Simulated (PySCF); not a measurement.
## GeH⁺ at PBE0

Level: PBE0. Ge cc-pVTZ-PP with ECP10, H cc-pVTZ; scalar-relativistic core potentials (PySCF 2.14).

```json
{
 "state": "¹Σ⁺ (singlet), closed shell",
 "bond length": "1.589 Å",
 "harmonic wavenumber": "1995 cm⁻¹",
 "force constant": "2.33 mdyn/Å",
 "rotational constant Be": "6.714 cm⁻¹",
 "anharmonicity ωexe": "26.7 cm⁻¹",
 "vibration–rotation constant αe": "0.160 cm⁻¹",
 "well depth De to Ge⁺ + H": "287 kJ/mol",
 "dissociation energy D0": "275 kJ/mol",
 "HOMO–LUMO gap": "4.89 eV",
 "bond order (Mayer)": "0.97",
 "dipole moment (positive dipole points towards H; it is taken about the centre of mass and depends on that origin)": "0.37 D"
}
```

For an ion De counts to the pair picked by the measured ionisation energies or electron affinities, which need not be the lowest pair at this level.
